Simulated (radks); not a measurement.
Problem. The mean radii <r> (bohr) of the occupied orbitals of an atom or ion are listed with their occupations. All-electron calculation, scalar-relativistic Kohn-Sham, LDA (Slater exchange, Perdew-Wang correlation), spin-polarised, spherical densities, finite nucleus; Fermi nuclear charge, rms radius of each element as measured or else 0.836 A^(1/3) + 0.57 fm. Program: a radial shooting solver on a logarithmic mesh with Libxc functionals.

orbital  occ.      <r>
1s down     1  0.02192
1s up       1  0.02192
2s up       1  0.09335
2s down     1  0.09335
2p up       3  0.08239
2p down     3  0.08239
3s up       1   0.2448
3s down     1   0.2446
3p up       3   0.2433
3p down     3   0.2430
3d up       5   0.2214
3d down     5   0.2211
4s up       1   0.5533
4s down     1   0.5534
4p up       3   0.5856
4p down     3   0.5860
4d up       5   0.6362
4d down     5   0.6376
5s up       1    1.315
5s down     1    1.335
5p up       3    1.516
5p down     3    1.548
4f up       7   0.8396

Name the element and its charge. Open shells, if any, are filled with parallel spins first.

Solution. Z = 64, gadolinium, charge +3: Gd3+ in [Xe] 4f7. The 1s radius gives Z: for a bare nucleus <r> = (2 gamma + 1)/(2Z) with gamma = sqrt(1 - (Z/c)^2), 0.02163 bohr for Z = 64, and screening makes it slightly larger (0.02192 here). The occupations add up to 61, and the charge is Z minus that.
